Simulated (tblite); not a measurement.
Computed values, GFN2-xTB/tblite, gas phase, harmonic and unscaled. Errors from tens to a few hundred cm⁻¹ against measured bands are possible. Modes of hydrogen on silicon can be 10 to 20 % off. One conformer each. Thermal functions are those of the rigid rotor and harmonic oscillator, without mixing of conformers.

Question: Order these by their zero-point energy, highest first (kcal/mol).
A. `C#C[Si@H](C=C)C([SiH3])[SiH3]`
B. `C=C(C)C1=NOC=C1`
C. `CO[Si@@H]1CC[C@@H](CC=O)C1`
D. `CCCC(=O)Cl`
E. `OC[C@H](C=C)Cl`

Answer: C (123.7), A (83.4), B (72.9), D (64.4), E (63.4).

```json
{"SMILES": "CO[Si@@H]1CC[C@@H](CC=O)C1", "atoms": "24", "mass (u)": "158.08", "symmetry number": "1", "modes under 300 cm⁻¹": "10", "ZPE (kcal/mol)": "123.7", "S translation (cal/(mol K))": "39.1", "S rotation": "29.2", "S vibration": "26.8", "S": "95.1", "Cp": "33.7"}
{"SMILES": "C#C[Si@H](C=C)C([SiH3])[SiH3]", "atoms": "20", "mass (u)": "156.02", "symmetry number": "1", "modes under 300 cm⁻¹": "12", "ZPE (kcal/mol)": "83.4", "S translation (cal/(mol K))": "39.1", "S rotation": "29.2", "S vibration": "32.4", "S": "100.7", "Cp": "39.1"}
{"SMILES": "C=C(C)c1ccon1", "atoms": "15", "mass (u)": "109.05", "symmetry number": "1", "modes under 300 cm⁻¹": "4", "ZPE (kcal/mol)": "72.9", "S translation (cal/(mol K))": "38.0", "S rotation": "26.7", "S vibration": "12.2", "S": "76.9", "Cp": "21.0"}
{"SMILES": "CCCC(=O)Cl", "atoms": "13", "mass (u)": "106.02", "symmetry number": "1", "modes under 300 cm⁻¹": "4", "ZPE (kcal/mol)": "64.4", "S translation (cal/(mol K))": "37.9", "S rotation": "26.6", "S vibration": "12.4", "S": "77.0", "Cp": "20.5"}
{"SMILES": "C=C[C@H](Cl)CO", "atoms": "13", "mass (u)": "106.02", "symmetry number": "1", "modes under 300 cm⁻¹": "5", "ZPE (kcal/mol)": "63.4", "S translation (cal/(mol K))": "37.9", "S rotation": "26.5", "S vibration": "10.6", "S": "75.0", "Cp": "20.5"}
```

Entropies and Cp are for 200 K and 1 bar.
